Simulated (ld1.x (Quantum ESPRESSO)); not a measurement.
**Varying the TM potential for P (Z = 15)**

Base potential:

ld1.x (Quantum ESPRESSO) 7.5 input, shortened:

```
&input
   title='P', zed=15., rel=1, dft='PZ', iswitch=3,
   config='[Ne] 3s1.5 3p3.5'
 /
 &inputp
   pseudotype=2, tm=.true., lloc=0,
   nlcc=.false.
 /
2
3P  2  1   3.50   0.00  1.70  1.70  0.0
3S  1  0   1.50   0.00  1.70  1.70  0.0
 &test
   configts(1)='3s1.5 3p3.5'
 /
```

All-electron outer shells of the reference configuration (LDA (PZ), scalar-relativistic, ld1.x):

```csv
shell,level (eV),outermost node (bohr),outermost maximum (bohr)
2s,-173.90,0.14,0.42
2p,-125.26,–,0.35
3s,-14.38,0.66,1.56
3p,-5.89,0.64,1.81
```

Cutoffs, loose and tight: the cutoffs (Ry, on a coarse ladder) from which the occupation-weighted sum of valence levels, in a spherical-Bessel basis at the reference potential, stays within 10 and 1 mRy of its value at 400 Ry. They do not see the model core or the augmentation charge, which bear on the density cutoff. Test errors are all-electron minus pseudo excitation energies from the reference, over the configurations 3s2 3p3; 3s2 3p2; 3s2 3p1; 3s1 3p4; 3s2 3p0; 3s2 3p2.5; 3s2 3p3.3 (two spin-polarised tests are not counted in the largest error). A dash means not determined; rows that change the core or the reference have their own tests.

```csv
change,outcome,"cutoff, loose","cutoff, tight",bound ghosts,largest test error (meV)
base,generated,18 Ry,45 Ry,none,+140
core correction a·sin(br)/r model core inside 0.80 bohr,generated,18 Ry,45 Ry,none,+84
wave 3p (bound): rc 1.70 bohr becomes 3p (bound): rc 1.72 bohr,generated,18 Ry,45 Ry,none,+140
wave 3s (bound): rc 1.70 bohr becomes 3s (bound): rc 2.28 bohr,generated,12 Ry,30 Ry,none,+276
reference 3s2 3p2.5,generated,25 Ry,45 Ry,none,+478
non-relativistic,generated,18 Ry,45 Ry,none,+143
functional PBEsol,generated,18 Ry,45 Ry,none,+82
local potential the p channel,generated,18 Ry,45 Ry,none,+133
"type PAW; waves now 3s (bound): rcut 1.50, rcutus 1.70 bohr; 3s channel at 0.05 Ry: rcut 1.50, rcutus 1.70 bohr; 3p (bound): rcut 1.50, rcutus 1.70 bohr; 3p channel at 0.75 Ry: rcut 1.50, rcutus 1.70 bohr; local potential all-electron potential smoothed inside 1.50 bohr (lloc = -2); core correction a·sin(br)/r model core, default radius (ld1.x builds one for every PAW set, though the input has nlcc=.false.); augmentation PSQ, radius 1.50 bohr",generated,15 Ry,25 Ry,none,-45
wave 3p (bound): rc 1.70 bohr becomes 3p (bound): rc 1.16 bohr,generated,90 Ry,110 Ry,none,+122
wave 3s (bound): rc 1.70 bohr becomes 3s (bound): rc 1.90 bohr,generated,18 Ry,40 Ry,none,+168
```
